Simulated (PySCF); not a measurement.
Identify the compound

An unknown has the formula C₅H₁₃BO₂Si. Its calculated NMR data are:

1H NMR (300 MHz, computed): δ 5.11 (m, 1H), 5.02 (m, 1H), 3.57 (s, 6H), 2.38 (m, 1H), 1.34 (m, 2H), 1.22 (m, 2H).

13C{1H} NMR (computed): δ 52.4 (CH3, 2C), 19.5 (CH), 7.4 (CH2, 2C).

[PySCF: PBE0-D3(BJ)/def2-SVP geometry; shieldings: GIAO PBE0/pcSseg-1; one averaged value for each set of equivalent atoms; single conformer; non-relativistic; in vacuum]

References, each an isolated molecule treated in the same way: 1H (σref 31.27) and 13C (σref 184.41) vs TMS.

Problem. Deduce the structure.

Solution. 
- 3 carbon signals for 5 carbons: some carbons are equivalent by symmetry or fast rotation.
- Carbon types of the structure: 1 × CH, 2 × CH2, 2 × CH3, leaving 2 H on heteroatoms.
- δC 52.4: methyl carbon bonded to O; pulled downfield by the heteroatom.
- δC 19.5: sp3 CH bonded to B.
- δC 7.4: sp3 CH2 bonded to Si; an electropositive neighbour leaves it electron-rich and shielded.
- δH 5.11, 5.02: hydrogen on a silicon bonded to 2 C, in a 4-membered ring.
- δH 3.57: hydrogen on a methyl carbon bonded to O; its carbon carries O, an electronegative neighbour.
- δH 2.38: hydrogen on an sp3 CH bonded to B.
- δH 1.34, 1.22: hydrogen on an sp3 CH2 bonded to Si.

Structure: SMILES O(B(OC)C1C[SiH2]C1)C.

The data come from this structure; uniqueness wasn't tested.

A carbon bonded to boron is broadened by the quadrupolar boron nucleus and is often missing from a measured spectrum. Shifts are as computed. Against solution values, carbons near 30 ppm lie about +2 ppm off and those near 130 ppm about +5 ppm. Of 1313 compounds with measured shifts, 239 miss one by over three times the rms of a fit or turn the order of signals round; such compounds aren't used in these exercises. Multiplicities follow the n + 1 count of equivalent neighbours, as no J values were calculated; m marks all less simple cases, F and P coupling included.
